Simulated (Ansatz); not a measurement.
Born–Oppenheimer molecular dynamics of ClFGeH2 (5 atoms, charge 0, multiplicity 1). It goes on from the last frame of an earlier run, with new velocities.

Computed with RKS PBE-D4/def2-mTZVP (Ansatz 0.2.0).

| Property | Result |
| --- | --- |
| ensemble | NVT, Nosé–Hoover chain |
| time step | 0.5 fs |
| steps asked | 100 |
| set temperature | 700 K |
| thermostat | time constant 20 fs, chain length 3 |
| masses | H 2.014 u |
| seed | 503126 |

Frames 0.5 fs apart, positions in Å, forces in eV/Å.

Velocities at 30 fs (Å/ps):

```
Ge 1.65 -0.13 0.59
H -4.42 -22.01 12.41
Cl -1.28 -1.15 -0.03
F -4.39 2.05 -3.39
H 8.84 27.63 -1.38
```

```xyz
5
Properties=species:S:1:pos:R:3:forces:R:3 time_fs=30 energy_less_start_eV=0.117 T=537
Ge -0.021 -0.039 0.031 1.17 0.08 -0.35
H 0.189 0.003 1.581 -0.38 0.28 -0.33
Cl 2.106 -0.058 -0.719 -0.91 0.32 0.21
F -0.887 1.455 -0.560 0.66 -1.52 0.45
H -0.384 -1.486 -0.505 -0.54 0.84 0.02
5
Properties=species:S:1:pos:R:3:forces:R:3 time_fs=30.5 energy_less_start_eV=0.115 T=547
Ge -0.021 -0.039 0.031 1.18 0.26 -0.25
H 0.187 -0.008 1.587 -0.39 0.29 -0.40
Cl 2.105 -0.058 -0.719 -0.89 0.33 0.22
F -0.890 1.456 -0.562 0.69 -1.55 0.48
H -0.380 -1.472 -0.506 -0.59 0.67 -0.05
5
Properties=species:S:1:pos:R:3:forces:R:3 time_fs=31 energy_less_start_eV=0.115 T=554
Ge -0.020 -0.039 0.032 1.19 0.45 -0.14
H 0.184 -0.018 1.593 -0.39 0.31 -0.46
Cl 2.104 -0.059 -0.719 -0.88 0.34 0.22
F -0.892 1.456 -0.564 0.72 -1.58 0.50
H -0.377 -1.457 -0.507 -0.64 0.48 -0.12
5
Properties=species:S:1:pos:R:3:forces:R:3 time_fs=31.5 energy_less_start_eV=0.117 T=557
Ge -0.019 -0.039 0.032 1.20 0.66 -0.03
H 0.180 -0.029 1.598 -0.39 0.33 -0.52
Cl 2.104 -0.059 -0.719 -0.86 0.35 0.22
F -0.894 1.457 -0.565 0.74 -1.61 0.53
H -0.374 -1.441 -0.508 -0.70 0.28 -0.20
5
Properties=species:S:1:pos:R:3:forces:R:3 time_fs=32 energy_less_start_eV=0.120 T=555
Ge -0.018 -0.039 0.032 1.22 0.87 0.09
H 0.177 -0.039 1.603 -0.38 0.35 -0.57
Cl 2.103 -0.060 -0.719 -0.84 0.35 0.23
F -0.896 1.457 -0.567 0.77 -1.63 0.55
H -0.372 -1.424 -0.509 -0.76 0.06 -0.29
5
Properties=species:S:1:pos:R:3:forces:R:3 time_fs=32.5 energy_less_start_eV=0.126 T=548
Ge -0.017 -0.039 0.033 1.23 1.09 0.19
H 0.172 -0.048 1.606 -0.38 0.36 -0.61
Cl 2.102 -0.060 -0.718 -0.83 0.36 0.23
F -0.897 1.457 -0.568 0.79 -1.65 0.57
H -0.371 -1.408 -0.510 -0.82 -0.17 -0.38
5
Properties=species:S:1:pos:R:3:forces:R:3 time_fs=33 energy_less_start_eV=0.133 T=538
Ge -0.016 -0.039 0.033 1.25 1.32 0.30
H 0.167 -0.058 1.609 -0.37 0.38 -0.64
Cl 2.101 -0.061 -0.718 -0.81 0.36 0.23
F -0.899 1.457 -0.570 0.82 -1.66 0.59
H -0.371 -1.391 -0.512 -0.89 -0.40 -0.48
5
Properties=species:S:1:pos:R:3:forces:R:3 time_fs=33.5 energy_less_start_eV=0.141 T=525
Ge -0.015 -0.039 0.033 1.26 1.53 0.39
H 0.162 -0.066 1.612 -0.36 0.39 -0.66
Cl 2.100 -0.061 -0.718 -0.79 0.37 0.23
F -0.901 1.457 -0.571 0.84 -1.67 0.61
H -0.372 -1.375 -0.515 -0.95 -0.62 -0.58
5
Properties=species:S:1:pos:R:3:forces:R:3 time_fs=34 energy_less_start_eV=0.149 T=513
Ge -0.013 -0.038 0.034 1.26 1.74 0.47
H 0.156 -0.075 1.613 -0.34 0.41 -0.67
Cl 2.099 -0.061 -0.718 -0.77 0.37 0.24
F -0.902 1.456 -0.572 0.86 -1.67 0.63
H -0.374 -1.360 -0.518 -1.01 -0.84 -0.67
5
Properties=species:S:1:pos:R:3:forces:R:3 time_fs=34.5 energy_less_start_eV=0.156 T=505
Ge -0.012 -0.038 0.034 1.26 1.91 0.54
H 0.150 -0.083 1.614 -0.33 0.42 -0.67
Cl 2.098 -0.062 -0.718 -0.75 0.37 0.24
F -0.904 1.456 -0.573 0.87 -1.67 0.64
H -0.378 -1.345 -0.522 -1.06 -1.03 -0.75
5
Properties=species:S:1:pos:R:3:forces:R:3 time_fs=35 energy_less_start_eV=0.160 T=504
Ge -0.011 -0.038 0.034 1.25 2.06 0.59
H 0.143 -0.090 1.614 -0.31 0.43 -0.66
Cl 2.096 -0.062 -0.718 -0.73 0.37 0.24
F -0.905 1.455 -0.574 0.89 -1.66 0.66
H -0.383 -1.332 -0.527 -1.10 -1.20 -0.83
5
Properties=species:S:1:pos:R:3:forces:R:3 time_fs=35.5 energy_less_start_eV=0.160 T=514
Ge -0.009 -0.038 0.035 1.23 2.16 0.61
H 0.136 -0.098 1.613 -0.30 0.44 -0.64
Cl 2.095 -0.063 -0.718 -0.71 0.37 0.25
F -0.907 1.454 -0.575 0.90 -1.65 0.67
H -0.389 -1.320 -0.534 -1.13 -1.32 -0.88
```

Of the whole run (50 fs, mean temperature of the second half 898 K): The conserved energy stayed within 0.081 meV per atom of its start (net change 0.047 meV per atom), so the integration is sound. The mean temperature of the second half is 28 % above the set value. A run of 0.05 ps of so small a system gives no equilibrium averages.

The run took 3.9 min on 1 thread of Intel(R) Xeon(R) Platinum 8259CL CPU @ 2.50GHz (Skylake/Cascade Lake), on a shared host, peak memory 0.16 GiB.
